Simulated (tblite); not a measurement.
F6Ru, triplet, geometry from GFN2-xTB (such geometries of metal compounds can be far from the true shape); IPEA1-xTB (tblite 0.6.0).

The tblite input:
```
$ tblite run mol.xyz --method ipea1 --charge 0 --spin 2 --json tblite.json --no-restart

# file mol.xyz
7

Ru     0.00000000    -0.00000000     0.00000000
F      1.11244871    -0.44890361    -1.39875666
F     -1.11244871     0.44890361     1.39875666
F     -1.15977093     0.80852538    -1.18186077
F     -0.90164630    -1.59384724    -0.20557649
F      0.90164630     1.59384724     0.20557649
F      1.15977093    -0.80852538     1.18186077
```

It wrote (shortened):

```
xTB calculator
 | screened Coulomb repulsion
 | Coulomb electrostatics
 |  * isotropic Klopman-Ohno-Mataga-Nishimoto electrostatics
 |  * onsite third-order electrostatics
 | DFT-D3(BJ) dispersion correction

halogen bonding energy    0.0000000000000E+00 Eh
repulsion energy          1.2857333256391E-02 Eh
dispersion energy        -1.7542470023705E-03 Eh
number of electrons       5.0000000000000E+01 e
integral cutoff           4.0000000000000E+01 bohr

------------------------------------------------------------
  cycle        total energy    energy error   density error
------------------------------------------------------------
      1     -34.08560961831  -3.4096713E+01   9.7589326E-01
      2     -34.10066056225  -1.5050944E-02   9.1096564E-01
      3     -35.59109041971  -1.4904299E+00   2.4686780E-01
      4     -35.43750459907   1.5358582E-01   3.1061370E-01
      5     -35.63329136566  -1.9578677E-01   2.2420609E-02
      6     -35.63422544841  -9.3408275E-04   4.0137735E-03
      7     -35.63425115904  -2.5710633E-05   1.2501153E-03
      8     -35.63425381499  -2.6559450E-06   2.1716943E-05
      9     -35.63425381364   1.3447377E-09   3.4120577E-05
     10     -35.63425381416  -5.1286975E-10   2.9651553E-05
     11     -35.63425381568  -1.5239436E-09   1.0559233E-06
------------------------------------------------------------

electronic energy        -3.5645356901934E+01 Eh
total energy             -3.5634253815680E+01 Eh

Post processing:
 | Mayer-Wiberg bond orders

[Info] JSON dump of results written to 'tblite.json'
```
